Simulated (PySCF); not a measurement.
Si(H)(NH2) (H3NSi), SMILES N[SiH] (connectivity only; charge and spin as stated), neutral, multiplicity 1. Geometry: B3LYP-D3(BJ)/def2-TZVP.

TDDFT-ωB97X/def2-TZVPD run with PySCF puts the lowest singlet excitations at 3.54, 5.72, 6.56, 6.62, 7.28, 7.36 eV.

Task: What are the lowest excitation roots from PySCF with ADC(2)/aug-cc-pVDZ? (The exact figures need the calculation; the answer reports its results.)

Result: 3.76, 5.48, 6.05, 6.25, 6.67, 6.68 eV. S1 differs by 0.23 eV (second minus first; roots are paired by order, and the bases may differ).
